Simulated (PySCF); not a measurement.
Te(F)(GeH3) (FGeH₃Te), SMILES F[Te][GeH3].

Geometry: PBE0-D3(BJ)/def2-SVP. The def2 effective core potentials stand for the cores of Te; spin–orbit coupling is left out.

Method: PySCF with TDA-B3LYP/def2-SVPD.

Vertical excitations. Isolated molecule, no solvent. State labels are in the subgroup Cs.

| state | symmetry | energy (eV) | λ (nm) | f | main pairs |
|---|---|---|---|---|---|
| S1 | A" | 2.37 | 524 | 0.001 | HOMO→LUMO 100 % |
| S2 | A" | 4.21 | 294 | 0.006 | HOMO→LUMO+1 99 % |
| S3 | A' | 4.37 | 283 | 0.005 | HOMO−1→LUMO 97 % |
| S4 | A" | 5.30 | 234 | 0.039 | HOMO→LUMO+2 99 % |
| S5 | A' | 6.05 | 205 | 0.003 | HOMO→LUMO+3 78 %, HOMO−1→LUMO+1 21 % |
| S6 | A" | 6.14 | 202 | 0.000 | HOMO→LUMO+4 83 %, HOMO→LUMO+5 15 % |
| S7 | A" | 6.23 | 199 | 0.000 | HOMO−2→LUMO 90 % |
| S8 | A" | 6.29 | 197 | 0.055 | HOMO→LUMO+5 78 %, HOMO→LUMO+4 16 % |
| S9 | A' | 6.30 | 197 | 0.003 | HOMO−3→LUMO 86 % |
| S10 | A' | 6.49 | 191 | 0.111 | HOMO→LUMO+6 97 % |
| T1 | A" | 1.61 | 772 | 0 | HOMO→LUMO 99 % |
| T2 | A' | 3.66 | 339 | 0 | HOMO−1→LUMO 99 % |
| T3 | A" | 3.72 | 333 | 0 | HOMO→LUMO+1 98 % |
| T4 | A" | 5.16 | 240 | 0 | HOMO→LUMO+2 98 % |
Triplets are in the Tamm–Dancoff approximation.
